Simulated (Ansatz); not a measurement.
Total energies of SnCl2 from Ansatz at PBE-D4/def2-TZVP, gas phase (1 Eh = 27.2114 eV = 2625.5 kJ/mol). The reference geometry is relaxed at r2SCAN-D4/def2-TZVP.

Cartesian coordinates in Å:
```
Sn -0.472 0.624 0.674
Cl 1.801 -0.011 0.479
Cl -1.329 -0.613 -1.153
```

```csv
state,geometry,energy (Eh)
charge 0 singlet,reference,-1134.47667
charge 1 doublet,reference,-1134.11267
charge 0 triplet,relaxed at r2SCAN-D4/def2-TZVP,-1134.37423
charge 0 quintet,relaxed at r2SCAN-D4/def2-TZVP,-1134.20467
free Sn atom (triplet),–,-214.24935
free Cl atom (doublet),–,-459.95840
```

In the def2 sets Sn takes a core potential; there is no spin–orbit coupling.

Problem. Work out the vertical ionisation energy to the doublet.

Solution. E(charge 1 doublet) − E(charge 0 singlet) = -1134.11267 − (-1134.47667) = 0.36400 Eh = 9.90 eV. For comparison, −ε of the highest occupied level is 6.96 eV at this level, 2.94 eV less.

Problem. Which of the charge 0 states is lowest, and how far above it are the others?

Solution. The singlet. triplet: -1134.37423 − (-1134.47667) = 0.10244 Eh = 269.0 kJ/mol; quintet: -1134.20467 − (-1134.47667) = 0.27200 Eh = 714.1 kJ/mol.

Problem. What is the binding energy per atom against free atoms?

Solution. Atoms: 1 × (-214.24935) + 2 × (-459.95840) = -1134.16615 Eh. Binding: -1134.16615 − (-1134.47667) = 0.31052 Eh = 8.45 eV, or 2.82 eV for each of 3 atoms (no zero-point energy, no counterpoise term).

The structure comes from a short search, and lower isomers may exist.
